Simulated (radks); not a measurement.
Neutral zirconium inside a hard spherical wall (all orbitals vanish at R), configuration held at [Kr] 4d2 5s2 and not refilled when levels cross. Method: scalar-relativistic Kohn-Sham, LDA (Slater exchange, Perdew-Wang correlation), spin-polarised, spherical densities, point nucleus; open shells are filled with parallel spins first (spin-orbit coupling, left out, can overturn this in heavy ions); computed with a radial shooting solver on a logarithmic mesh with Libxc functionals. Eigenvalues in eV for spin up, with the zero of energy where the potential of the charges vanishes at infinity; a dash marks a level that is unbound or too diffuse for the functional's potential to be trusted. A positive occupied level is held by the wall or, in an anion where self-interaction has pushed it up, behind a barrier. The pressure on the wall is -dE/dV.

| R (bohr) | E (hartree) | kinetic (hartree) | e(4s) | e(4p) | e(5s) | e(4d) | e(5p, empty) | e(6s, empty) | pressure (GPa) |
|---|---|---|---|---|---|---|---|---|---|
| free | -3594.61659 | 3694.934 | -54.823 | -32.869 | -4.839 | -4.146 | -1.671 | -0.082 | 0 |
| 15 | -3594.61659 | 3694.934 | -54.823 | -32.868 | -4.839 | -4.145 | -1.667 | 0.288 | < 0.0001 |
| 8 | -3594.60610 | 3695.011 | -54.354 | -32.406 | -4.450 | -3.733 | -0.901 | 5.063 | 0.405 |
| 4 | -3593.81580 | 3698.056 | -46.252 | -24.657 | 7.998 | 4.198 | 16.281 | 55.820 | 143 |
| 3.5 | -3593.09877 | 3700.567 | -42.419 | -20.963 | 17.131 | 8.696 | 27.707 | 83.979 | 389 |
| 2 | -3576.43524 | 3752.218 | 2.913 | 28.386 | 165.94 | 70.978 | 190.46 | 422.45 | 22000 |
| 1.5 | -3537.96405 | 3854.028 | 84.858 | 118.85 | 420.62 | 174.51 | 449.91 | 916.78 | 149000 |
